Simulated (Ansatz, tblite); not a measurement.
Forces on the cluster ZnO₂⁻ at its PBE0-D4/def2-TZVPD geometry. The state is a doublet with charge -1.

The xTB rows come from tblite. The structure holds 1 bond(s) between oxygen atoms. At PBE-D4/def2-TZVPD the highest occupied level of the charge -1 doublet lies above zero (up to 1.11 eV). It is a level of β spin, whose loss leaves a triplet; that state wasn't run at this geometry and level. The electron is either unbound and held by the finite basis, or the level is raised by self-interaction error. Another isomer (doublet) lies 0.90 eV lower at PBE0-D4/def2-TZVPD; other spin states weren't run for this one.

GFN1-xTB (tblite), largest force 1.54 eV/Å:

```xyz
3
positions Å, forces eV/Å
Zn    0.764   -0.913   -0.872    0.746   -0.969   -0.940
O    -0.946    0.302    0.130   -1.022    0.228    0.029
O     0.182    0.611    0.741    0.276    0.741    0.911
```

GFN2-xTB (tblite), largest force 3.34 eV/Å:

```
Zn -0.156 0.221 0.217
O -2.786 -0.861 -1.620
O 2.942 0.640 1.402
```

PBE-D4/def2-TZVPD (Ansatz), largest force 1.18 eV/Å:

```
Zn 0.112 -0.143 -0.138
O -1.056 -0.212 -0.483
O 0.944 0.355 0.621
```
